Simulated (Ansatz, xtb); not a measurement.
Two isomers of C6H7F2O+

Structure X is `FC(F)O[C@@H]1C=C[CH+]C1`, a singlet and structure Y is `[O+]#CC[C@@]1(F)CC[C@H]1F`, a singlet. Both are isolated ions in the gas phase, relaxed with B3LYP/def2-SVP; the shapes shown needn't be the lowest conformers.

X (Å):

```tsv
atom	x (Å)	y (Å)	z (Å)
C	0.3012	0.0948	2.6939
C	0.2092	0.0558	0.3377
C	0.9515	-0.5293	-0.8067
C	0.6838	0.1490	-1.9873
C	-0.1164	1.2531	-1.6780
C	-0.3310	1.3991	-0.2319
F	-0.4854	-0.9930	2.7643
F	-0.5057	1.1745	2.7574
O	0.9941	0.1036	1.4952
H	1.0368	0.1049	3.5105
H	-0.6692	-0.6166	0.4879
H	1.6063	-1.4004	-0.6964
H	1.0273	-0.1321	-2.9841
H	-0.5595	1.9203	-2.4265
H	-1.3635	1.6800	0.0360
H	0.3082	2.2185	0.1578
```

Y (Å):

```
atom    x (Å)    y (Å)    z (Å)
   C  -2.4456  -1.4484  -1.4385
   C  -1.2389  -1.2568  -0.6774
   C  -0.5383   0.0923  -1.0493
   C   0.9531   0.1410  -0.6667
   C   1.2937  -0.2918  -2.1243
   C  -0.1364   0.1027  -2.5320
   F  -1.3622   1.0870  -0.6178
   F  -0.8722  -0.8034  -3.2824
   O  -3.4256  -1.5955  -1.9613
   H  -0.6029  -2.1386  -0.8753
   H  -1.5354  -1.2503   0.3892
   H   1.2272   1.1844  -0.4532
   H   1.2940  -0.4925   0.1637
   H   2.1103   0.2400  -2.6279
   H   1.4605  -1.3745  -2.2295
   H  -0.2364   1.1027  -2.9803
```

Question: Estimate which is lower in electronic energy at CCSD(T)/def2-SVP + ΔMP2/def2-TZVPP, and by roughly how much.

Answer: Too close to call at this level: CCSD(T)/def2-SVP + ΔMP2/def2-TZVPP gives E(Y) − E(X) = +0.010 eV.

How the difference moves with the method:

```csv
level,geometry,E(Y) − E(X) (eV),departure from the last row (eV),"job, with rough time for the two"
GFN2-xTB,GFN2-xTB,+0.114,+0.104,"optimisation, 0.46 s"
HF/STO-3G,GFN2-xTB,−0.084,−0.095,"single point, 0.51 s"
r2SCAN-D4/def2-SVP,GFN2-xTB,+0.324,+0.314,"single point, 4.8 s"
B3LYP/def2-SVP,B3LYP/def2-SVP,+0.311,+0.301,"optimisation, 53 s"
HF/def2-SVP,B3LYP/def2-SVP,+0.551,+0.541,part of the CCSD(T) run
MP2/def2-SVP,B3LYP/def2-SVP,−0.261,−0.272,part of the CCSD(T) run
CCSD(T)/def2-SVP,B3LYP/def2-SVP,−0.100,−0.111,single point
CCSD(T)/def2-SVP + ΔMP2/def2-TZVPP,B3LYP/def2-SVP,+0.010,,"single point, 2.5 min"
```

As drawn, Y has 1 C≡O, 2 C–C in place of 2 C–O, 1 C=C. Structure X has a 5-membered ring, Y a 4-membered ring.

The largest departure from CCSD(T)/def2-SVP + ΔMP2/def2-TZVPP is that of HF/def2-SVP, 0.541 eV. The last row adds to CCSD(T) the change of the MP2 difference between the two basis sets, here +0.111 eV.

With thermal terms from frequencies at re-optimised GFN2-xTB minima (ideal gas, soft modes damped towards free rotors, one conformer each, 298.15 K, 1 atm): the zero-point term adds +0.060 eV; ΔH is +0.080 and ΔG +0.067 eV.

The correlated steps freeze 9 core orbitals. Programs: Ansatz 0.2.0, xtb 6.7.1; the last row on 4 threads of Arm Neoverse V2 on a shared host.
